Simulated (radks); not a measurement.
The numbers below are computed, except where a source is named.
Valence configurations of Tb II (all share [Xe]). Code: a radial shooting solver on a logarithmic mesh with Libxc functionals. Model: scalar-relativistic Kohn-Sham, LDA (Slater exchange, Perdew-Wang correlation), spin-polarised, spherical densities, finite nucleus; open shells are filled with parallel spins first (spin-orbit coupling, left out, can overturn this in heavy ions); Fermi nuclear charge, rms radius 5.06 fm. Energies are relative to 4f9 6s1; eigenvalues in eV for spin up.

4f9 6s1: E (eV) 0.000; moment (Bohr magnetons) 6; e(4f) -10.969; e(6s) -9.352
4f10: E (eV) 3.736; moment (Bohr magnetons) 4; e(4f) -5.103
4f8.5 5d0.5 6s1: E (eV) 0.388; moment (Bohr magnetons) 7; e(4f) -13.978; e(5d) -8.363; e(6s) -9.768
4f8 5d1 6s1: E (eV) 1.680; moment (Bohr magnetons) 8; e(4f) -17.241; e(5d) -9.132; e(6s) -10.134
4f8 5d2: E (eV) 2.890; moment (Bohr magnetons) 8; e(4f) -15.177; e(5d) -7.805
4f9 6p1: E (eV) 3.545; moment (Bohr magnetons) 6; e(4f) -12.262; e(6p) -6.481
4f9 5d0.5 6s0.5: E (eV) 0.921; moment (Bohr magnetons) 6; e(4f) -10.083; e(5d) -7.000; e(6s) -8.912
4f7 5d2 6s1: E (eV) 7.389; moment (Bohr magnetons) 10; e(4f) -24.374; e(5d) -10.622; e(6s) -10.740
4f6.5 5d2.5 6s1: E (eV) 15.022; moment (Bohr magnetons) 10; e(4f) -28.022; e(5d) -11.326; e(6s) -10.991
4f9 5d1: E (eV) 1.906; moment (Bohr magnetons) 6; e(4f) -9.256; e(5d) -6.438

NIST lists [Xe] 4f9 6s1 as the ground configuration; this level of theory agrees among the configurations tried. The energies are those of spherical high-spin densities, not of single terms.
